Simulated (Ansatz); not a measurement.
**Molecular dynamics, step by step**

SiH₅O₃F, closed shell, PBE0-D4/def2-SVP (Ansatz 0.2.0). Settings (timestep in fs, temperature in K, friction in 1/fs; T counts 30 degrees of freedom, while the starting velocities carry no drift of the centre of mass, so T starts below the set value):

```yaml
hamiltonian: {xc: pbe0, dispersion: d4}
md: {n_steps: 40, timestep: 0.25, temperature: 1500, ensemble: nvt_langevin, seed: 243, friction: 0.01, initial_velocities: maxwell_boltzmann}
```

Start, the saddle point found with PBE0-D4 in triple zeta (not stationary at another level):

```
10
angstrom
Si -0.1915 -0.1326 0.1697
F 1.3404 1.0640 -0.4391
O -1.0300 -1.5121 0.4041
O -1.1301 0.6964 -0.8658
O 0.1773 0.2951 1.6838
H 1.3957 -0.1657 -0.6378
H 1.0337 -1.0261 -0.5752
H -1.7082 -1.6957 -0.2478
H -0.7192 1.4820 -1.2337
H 0.8318 0.9945 1.7419
```

| step | time (fs) | potential energy less the start (meV) | kinetic energy (meV) | T (K) |
| --- | --- | --- | --- | --- |
| 0 | 0.00 | 0.0 | 1745.0 | 1350 |
| 2 | 0.50 | 22.8 | 1650.6 | 1277 |
| 4 | 1.00 | 99.9 | 1561.8 | 1208 |
| 6 | 1.50 | 202.1 | 1345.5 | 1041 |
| 8 | 2.00 | 304.4 | 1148.2 | 888 |
| 10 | 2.50 | 402.5 | 1076.0 | 832 |
| 12 | 3.00 | 490.1 | 1033.6 | 800 |
| 14 | 3.50 | 564.0 | 927.7 | 718 |
| 16 | 4.00 | 630.3 | 827.2 | 640 |
| 18 | 4.50 | 689.3 | 798.7 | 618 |
| 20 | 5.00 | 746.0 | 745.9 | 577 |
| 22 | 5.50 | 794.2 | 710.6 | 550 |
| 24 | 6.00 | 826.2 | 595.8 | 461 |
| 26 | 6.50 | 825.9 | 595.4 | 461 |
| 28 | 7.00 | 801.7 | 627.1 | 485 |
| 30 | 7.50 | 766.2 | 673.1 | 521 |
| 32 | 8.00 | 731.5 | 652.7 | 505 |
| 34 | 8.50 | 698.8 | 698.9 | 541 |
| 36 | 9.00 | 674.6 | 823.0 | 637 |
| 38 | 9.50 | 661.5 | 816.8 | 632 |
| 40 | 10.00 | 658.2 | 869.7 | 673 |

Step 10, positions (Å) and forces (eV/Å):

| atom | x | y | z | Fx | Fy | Fz |
| --- | --- | --- | --- | --- | --- | --- |
| Si1 | -0.207 | -0.127 | 0.177 | 1.553 | -1.497 | -0.234 |
| F2 | 1.349 | 1.055 | -0.432 | 0.340 | 0.133 | -0.189 |
| O3 | -1.018 | -1.512 | 0.384 | -0.341 | -0.540 | 0.928 |
| O4 | -1.128 | 0.693 | -0.880 | -0.157 | 1.518 | -1.053 |
| O5 | 0.185 | 0.276 | 1.714 | 0.796 | 1.512 | -0.106 |
| H6 | 1.443 | 0.004 | -0.649 | 0.272 | -0.605 | -0.122 |
| H7 | 1.089 | -1.200 | -0.619 | -0.473 | 2.065 | 0.457 |
| H8 | -1.704 | -1.558 | -0.259 | -1.020 | -0.386 | -0.753 |
| H9 | -0.814 | 1.491 | -1.374 | -0.269 | -1.183 | 0.891 |
| H10 | 0.789 | 1.060 | 1.722 | -0.702 | -1.018 | 0.180 |

Step 22, positions (Å) and forces (eV/Å):

| atom | x | y | z | Fx | Fy | Fz |
| --- | --- | --- | --- | --- | --- | --- |
| Si1 | -0.219 | -0.130 | 0.183 | 2.130 | -1.633 | -0.236 |
| F2 | 1.356 | 1.043 | -0.429 | 0.373 | 1.894 | 0.102 |
| O3 | -1.012 | -1.519 | 0.372 | -2.962 | -0.491 | -1.055 |
| O4 | -1.137 | 0.699 | -0.903 | -0.422 | -0.219 | 0.438 |
| O5 | 0.197 | 0.262 | 1.754 | -0.360 | 0.519 | -1.356 |
| H6 | 1.534 | 0.130 | -0.696 | 0.440 | -1.735 | -0.383 |
| H7 | 1.111 | -1.247 | -0.635 | -0.732 | 2.130 | 0.567 |
| H8 | -1.728 | -1.439 | -0.325 | 0.899 | -0.714 | 1.226 |
| H9 | -0.950 | 1.439 | -1.480 | 0.384 | 0.107 | 0.192 |
| H10 | 0.727 | 1.062 | 1.689 | 0.250 | 0.142 | 0.505 |

Step 36, positions (Å) and forces (eV/Å):

```csv
atom,x,y,z,Fx,Fy,Fz
Si1,-0.215,-0.143,0.189,2.370,-0.851,-0.657
F2,1.362,1.031,-0.426,0.885,0.994,-0.264
O3,-1.017,-1.539,0.363,-1.603,-0.118,-0.006
O4,-1.158,0.699,-0.923,-0.027,-0.704,1.145
O5,0.207,0.241,1.793,-0.819,0.044,-2.109
H6,1.663,0.132,-0.756,-0.671,-0.102,0.424
H7,1.066,-1.079,-0.635,-0.632,1.076,0.513
H8,-1.722,-1.360,-0.274,-0.527,-0.836,0.000
H9,-1.033,1.396,-1.572,0.487,-0.059,0.417
H10,0.735,1.030,1.692,0.537,0.555,0.537
```

Last step (40):

Si1  (-0.214, -0.148, 0.191)
F2  (1.364, 1.030, -0.423)
O3  (-1.022, -1.544, 0.359)
O4  (-1.164, 0.694, -0.929)
O5  (0.210, 0.232, 1.801)
H6  (1.689, 0.119, -0.773)
H7  (1.038, -1.005, -0.628)
H8  (-1.725, -1.354, -0.256)
H9  (-1.050, 1.380, -1.592)
H10  (0.755, 1.027, 1.699)
(Å)

The run took about 38 s on 4 CPU threads of an Arm Neoverse V2 (shared host).
